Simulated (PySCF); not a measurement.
Ligand exchange on a metal centre used in film growth or etching (Sc NH2-Br). Gas-phase values, no solvent. One relaxed conformer stands for each flexible species; it need not be the lowest.

Calculation: PySCF with B3LYP-D3(BJ)/def2-TZVP // BP86-D3(BJ)/def2-SVP. B3LYP has the VWN-RPA correlation part, as in Gaussian. 

```csv
species,charge on the central atom (Mulliken) (e),HOMO (eV),coordination number,mean distance from the central atom to its bonded neighbours (Å)
0 of 3 NH2 replaced by Br ([Sc(NH2)3]),1.36,-6.33,?,1.992
1 of 3 NH2 replaced by Br ([Sc(NH2)2(Br)]),1.25,-7.15,3,2.140
2 of 3 NH2 replaced by Br ([Sc(NH2)(Br)2]),1.15,?,3,?
3 of 3 NH2 replaced by Br,?,-8.30,3,2.424
```

Some entries are withheld; supply them.


- 0 of 3 NH2 replaced by Br ([Sc(NH2)3]), coordination number: 3
- 2 of 3 NH2 replaced by Br ([Sc(NH2)(Br)2]), HOMO (eV): -7.92
- 2 of 3 NH2 replaced by Br ([Sc(NH2)(Br)2]), mean distance from the central atom to its bonded neighbours (Å): 2.284
- 3 of 3 NH2 replaced by Br, charge on the central atom (Mulliken) (e): 1.06
